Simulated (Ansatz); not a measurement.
CH$_{6}$Cl$_{2}$O$_{4}$Si$_{2}$, SMILES `O[Si](O)(Cl)C[Si](O)(O)Cl`, charge 0, multiplicity 1.

Problem. Give a relaxed structure at PBE0-D4/def2-TZVP (Ansatz). (An estimate is asked.)

Solution. Computed: 
Z-matrix (Å, degrees):
```
Si
O 1 1.626
Cl 1 2.082 2 108.0
O 1 1.622 2 108.5 3 118.2
C 1 1.846 2 114.2 3 -120.2
H 2 0.962 1 116.6 3 64.7
H 4 0.959 1 118.3 2 -48.1
Si 5 1.846 1 116.5 2 71.9
H 5 1.096 1 107.4 2 -50.4
H 5 1.096 1 108.8 2 -166.5
O 8 1.622 5 108.9 1 -166.6
O 8 1.626 5 114.2 1 71.9
Cl 8 2.082 5 108.0 1 -48.2
H 11 0.959 8 118.3 5 -173.0
H 12 0.962 8 116.6 5 -55.4
```
Point group C2.
This is one stationary point; other conformers may exist.
